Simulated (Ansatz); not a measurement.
Ansatz (an electronic-structure program) input:

Ansatz 0.2 input:
```yaml
crystal:
  periodic: [false, false, false]
  atoms:
    - {symbol: C, position_ang: [1.06085905, -0.42805695, 0.10006768]}
    - {symbol: N, position_ang: [0.05980472, 0.40121170, 0.30230693]}
    - {symbol: C, position_ang: [-1.09733299, 0.18336432, -0.28443987]}
    - {symbol: H, position_ang: [2.00738854, -0.23630265, 0.58947749]}
    - {symbol: H, position_ang: [0.97173244, -1.30615331, -0.54587194]}
    - {symbol: H, position_ang: [-1.26660063, -0.67202789, -0.94465758]}
    - {symbol: H, position_ang: [-1.91230969, 0.87415778, -0.10886333]}
basis:
  gaussian:
    orbitals: def2-TZVPD
hamiltonian:
  xc: {name: B3LYP}
magnetization: {spin_polarized: true, initial_magnetization: 1}
output: {forces: true}
```

### Question
Predict the final energy.

### Answer
-133.34971 Eh (B3LYP/def2-TZVPD). The basis has 147 functions.

It need not be the lowest isomer of its formula.
